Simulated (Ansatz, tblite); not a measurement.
Cost and result up the ladder for the cluster Li₂Cl₂ (the lowest singlet isomer of a short search) (4 atoms). Total charge 0; singlet. Geometry: r2SCAN-D4/def2-TZVP.

Cartesian coordinates in Å:
```
Li -0.228 -1.126 -0.603
Li 0.228 1.126 0.603
Cl 1.481 0.212 -0.956
Cl -1.481 -0.212 0.956
```

Ansatz on 4 threads of Arm Neoverse V1 on a shared host; xTB runs through tblite on one thread. Times are rough, summed over both states, and most runs start from the orbitals of an earlier one. CCSD(T)/def2-TZVPP serves as the yardstick here, not as an exact answer. Differences are given only for rows in sets of like size (and for xTB, whose basis is part of the method), since another set adds its own error. The other state is a triplet at its own geometry.

The xTB rows come from tblite. LC-ωPBE has ω = 0.4 bohr⁻¹. B3LYP takes the VWN-RPA correlation. Correlated methods freeze 10 core orbitals; core or outer-core shells of Li are correlated, in sets that lack core-valence functions. In the triplet, Cl3 and Cl4 lie 2.62 Å apart (atoms count from 1), so these atoms are partly bonded to each other. The structure comes from a short search, and lower isomers may exist.

Correlated methods converge slowly with the basis.

xTB has no spin-polarisation term.

```json
{"level": "GFN1-xTB", "functions": "26", "wall time": "0.005 s", "triplet − singlet (eV)": "4.35", "difference from CCSD(T)/def2-TZVPP (eV)": "-0.94"}
{"level": "GFN2-xTB", "functions": "26", "wall time": "0.006 s", "triplet − singlet (eV)": "4.28", "difference from CCSD(T)/def2-TZVPP (eV)": "-1.01"}
{"level": "HF/6-31G", "functions": "44", "wall time": "0.4 s", "triplet − singlet (eV)": "5.02", "difference from CCSD(T)/def2-TZVPP (eV)": "–"}
{"level": "MP2/def2-TZVP", "functions": "102", "wall time": "1 s", "triplet − singlet (eV)": "5.39", "difference from CCSD(T)/def2-TZVPP (eV)": "0.10"}
{"level": "PBE-D4/def2-TZVP", "functions": "102", "wall time": "1.9 s", "triplet − singlet (eV)": "4.67", "difference from CCSD(T)/def2-TZVPP (eV)": "-0.62"}
{"level": "BHLYP-D4/def2-TZVP", "functions": "102", "wall time": "2.2 s", "triplet − singlet (eV)": "5.25", "difference from CCSD(T)/def2-TZVPP (eV)": "-0.04"}
{"level": "B3LYP-D4/def2-TZVP", "functions": "102", "wall time": "2.3 s", "triplet − singlet (eV)": "4.99", "difference from CCSD(T)/def2-TZVPP (eV)": "-0.30"}
{"level": "LC-ωPBE/def2-TZVP", "functions": "102", "wall time": "2.5 s", "triplet − singlet (eV)": "5.29", "difference from CCSD(T)/def2-TZVPP (eV)": "0.00"}
{"level": "RPA@PBE/def2-TZVP", "functions": "102", "wall time": "2.6 s", "triplet − singlet (eV)": "4.83", "difference from CCSD(T)/def2-TZVPP (eV)": "-0.46"}
{"level": "PBE0-D4/def2-TZVP", "functions": "102", "wall time": "3.1 s", "triplet − singlet (eV)": "4.93", "difference from CCSD(T)/def2-TZVPP (eV)": "-0.36"}
{"level": "PBE-QIDH/def2-TZVP", "functions": "102", "wall time": "3.3 s", "triplet − singlet (eV)": "5.26", "difference from CCSD(T)/def2-TZVPP (eV)": "-0.03"}
{"level": "r2SCAN-D4/def2-TZVP (with forces)", "functions": "102", "wall time": "4.8 s", "triplet − singlet (eV)": "4.90", "difference from CCSD(T)/def2-TZVPP (eV)": "-0.39"}
{"level": "B97M-V/def2-TZVP", "functions": "102", "wall time": "8 s", "triplet − singlet (eV)": "5.20", "difference from CCSD(T)/def2-TZVPP (eV)": "-0.09"}
{"level": "CCSD(T)/def2-TZVPP", "functions": "122", "wall time": "11 s", "triplet − singlet (eV)": "5.29", "difference from CCSD(T)/def2-TZVPP (eV)": "0.00"}
```
